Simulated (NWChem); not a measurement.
System meant: CF2I cation

NWChem input:

```
start job
memory heap 200 mb stack 900 mb global 1100 mb
charge 1
geometry units angstroms noautoz
  F      0.000000    -1.053011     1.902893
  C      0.000000     0.000000     1.227185
  F      0.000000     1.053011     1.902893
  I      0.000000     0.000000    -0.771838
end
basis spherical
  * library def2-svp
end
ecp
  I library def2-ecp
end
dft
  odft
  mult 2
  xc pbe0
  iterations 150
  mulliken
end
task dft energy
```

End of the output:

```
 Summary of "ao basis" -> "" (spherical)
 ------------------------------------------------------------------------------
       Tag                 Description            Shells   Functions and Types
 ---------------- ------------------------------  ------  ---------------------
 *                          def2-svp                  on all atoms

                                 NWChem DFT Module
                                 -----------------

 Summary of "ao basis" -> "ao basis" (spherical)
 ------------------------------------------------------------------------------
       Tag                 Description            Shells   Functions and Types
 ---------------- ------------------------------  ------  ---------------------
 F                          def2-svp                 6       14   3s2p1d
 C                          def2-svp                 6       14   3s2p1d
 I                          def2-svp                10       26   4s4p2d

 Summary of "ao basis" -> "ao basis" (spherical)
 ------------------------------------------------------------------------------
       Tag                 Description            Shells   Functions and Types
 ---------------- ------------------------------  ------  ---------------------
 F                          def2-svp                 6       14   3s2p1d
 C                          def2-svp                 6       14   3s2p1d
 I                          def2-svp                10       26   4s4p2d

      Symmetry analysis of basis
      --------------------------

        a1         29
        a2          7
        b1         13
        b2         19

  number of electrons :                   48
  multiplicity        :                    2
 ------------------------------------------------------------------------
  no. of electrons and multiplicity not compatible                  48
 ------------------------------------------------------------------------
 ------------------------------------------------------------------------
  current input line :
    23: task dft energy
 ------------------------------------------------------------------------
 ------------------------------------------------------------------------
 There is an error in the input file
 ------------------------------------------------------------------------
 For more information see the NWChem manual at https://nwchemgit.github.io

0: no. of electrons and multiplicity not compatible:Received an Error in Communication
```

Problem. What is wrong, and how is it mended?

Solution. The input was rejected before any calculation. Cause: the multiplicity doesn't fit the number of electrons (an even count wants an odd multiplicity, and the reverse). This input runs:
```
start job
memory heap 200 mb stack 900 mb global 1100 mb
charge 1
geometry units angstroms noautoz
  F      0.000000    -1.053011     1.902893
  C      0.000000     0.000000     1.227185
  F      0.000000     1.053011     1.902893
  I      0.000000     0.000000    -0.771838
end
basis spherical
  * library def2-svp
end
ecp
  I library def2-ecp
end
dft
  xc pbe0
  iterations 150
  mulliken
end
task dft energy
```
It converges to -534.71424 Ha (PBE0/def2-SVP with def2 effective core potentials on I).
